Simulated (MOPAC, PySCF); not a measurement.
CH3BSi, SMILES `B1C=[SiH]1`, neutral singlet in the gas phase. 

Cartesian coordinates (Å):
```xyz
6

B     -0.8708    -0.5616     0.2865
C     -0.2202     0.7153    -0.0883
Si     1.0086    -0.3972     0.4130
H     -1.8747    -1.1813     0.4014
H     -0.5325     1.6860    -0.4517
H      2.4896    -0.2612     0.5104
```
Charge 0, spin multiplicity 1.

All levels are single points at this geometry (PBE0-D3(BJ)/def2-TZVP); Pople sets use spherical d functions. Orbital energies aren't observables, and empty levels follow the basis.

```tsv
level	HOMO (eV)	LUMO (eV)	gap (eV)	dipole (D)	vertical IE, Delta-SCF (eV)
PBE-D3(BJ)/def2-TZVP in PySCF	-6.04	-2.43	3.61	1.36	–
PBE0-D3(BJ)/def2-TZVP in PySCF	-7.11	-1.55	5.56	1.44	–
B3LYP/3-21G in PySCF	-7.02	-1.49	5.53	1.39	–
B3LYP/6-311+G** in PySCF	-6.94	-1.75	5.19	1.42	–
BP86/6-31G* in PySCF	-6.02	-2.25	3.77	1.21	–
SVWN5/6-31G* in PySCF	-5.97	-2.34	3.62	1.28	9.38
HF/3-21G in PySCF	-9.72	1.95	11.66	1.50	–
PM3 in MOPAC	-9.15	-1.17	7.99	2.00	–
PM7 in MOPAC	-10.00	-1.46	8.55	1.62	–
```
